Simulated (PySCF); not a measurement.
Electron correlation in Ne⁺ (neon, charge +1)

[He] 2s2 2p5, 2P determinant. Computed with PySCF 2.14 in 6-31G* (3s2p1d, 14 functions), with the non-relativistic Hamiltonian (point nucleus). Frozen: 1s2; 7 electrons correlated.

MP2 pair energies summed by pair of shells (mhartree):

```
 pair  energy  share (%)
2p-2p  -60.42       62.8
2s-2p  -31.38       32.6
2s-2s   -4.47        4.6
```

Total MP2 correlation energy: -96.26 mhartree.

Same-spin part -24.82 and opposite-spin part -71.44 mhartree; SCS-MP2 scales them by 1/3 and 6/5 to -94.01 mhartree.

```json
{"level": "CCSD", "correlation energy (mhartree)": "-104.34"}
{"level": "(T)", "correlation energy (mhartree)": "-1.39"}
{"level": "CCSD(T)", "correlation energy (mhartree)": "-105.73"}
```

Diagnostics: T1 = 0.0053, D1 = 0.0092, largest double amplitude 0.038.

Cost of the coupled-cluster step: 0.13 s of wall time on 1 thread of Neoverse-N1 (shared host), for 7 correlated electrons.
